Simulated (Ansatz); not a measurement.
Ansatz (a quantum-chemistry and plane-wave program) job for C₃H₈Mg, SMILES C[CH](C)[MgH], PBE/def2-SVPD. The structure is a stationary point at ωB97X-D3(BJ)/def2-SVP.

Ansatz 0.2 input:
```yaml
crystal:
  periodic: [false, false, false]
  atoms:
    - {symbol: Mg, position_ang: [1.68516204, 0.02223932, -0.00000000]}
    - {symbol: H, position_ang: [3.35465478, 0.37098369, -0.00000000]}
    - {symbol: C, position_ang: [-0.38698812, -0.39581887, -0.00000000]}
    - {symbol: C, position_ang: [-1.08831407, 0.13117832, 1.26283059]}
    - {symbol: C, position_ang: [-1.08831408, 0.13117832, -1.26283059]}
    - {symbol: H, position_ang: [-0.49464652, -1.49914283, 0.00000000]}
    - {symbol: H, position_ang: [-2.17038826, -0.10848469, 1.26664995]}
    - {symbol: H, position_ang: [-1.01533592, 1.23124635, 1.34730104]}
    - {symbol: H, position_ang: [-0.66440337, -0.29173135, 2.19071397]}
    - {symbol: H, position_ang: [-0.66440338, -0.29173135, -2.19071397]}
    - {symbol: H, position_ang: [-2.17038826, -0.10848469, -1.26664995]}
    - {symbol: H, position_ang: [-1.01533593, 1.23124636, -1.34730103]}
basis:
  gaussian:
    orbitals: def2-SVPD
hamiltonian:
  xc: {name: PBE}
```

Output:

```
WARN ansatz: RAYON_NUM_THREADS=1 ignored (pool sized by the plan → 1); use --threads N
Functional definition: PBE
integrals: 0.07 GiB planned
1227 factors; their error is unknown
mean field: 0.51 GiB planned
mean field evaluation 1: about -8658.0758 eV, gradient 7.3e1 eV
mean field evaluation 2: about -8553.7066 eV, gradient 1.8e2 eV
mean field evaluation 4: about -8671.7163 eV, gradient 2.0e1 eV
mean field evaluation 8: about -8672.9116 eV, gradient 2.1e-1 eV
mean field evaluation 16: about -8672.8462 eV, gradient 1.5e-4 eV
mean field -8672.84621732 eV, -318.7212198201 hartree, gradient 2.1e-5 eV, S^2 0.000000; 0 other end points of the search recorded, 0 dependent functions left out
reference -8672.84628364 eV, -318.7212222574 hartree; 19, 19 occupied and 126, 126 virtual orbitals, 1227 factors
Total energy: -8672.84628364 eV, -318.7212222574 hartree
```

The run converged.

Cost: about 3 core-seconds (a rough figure).
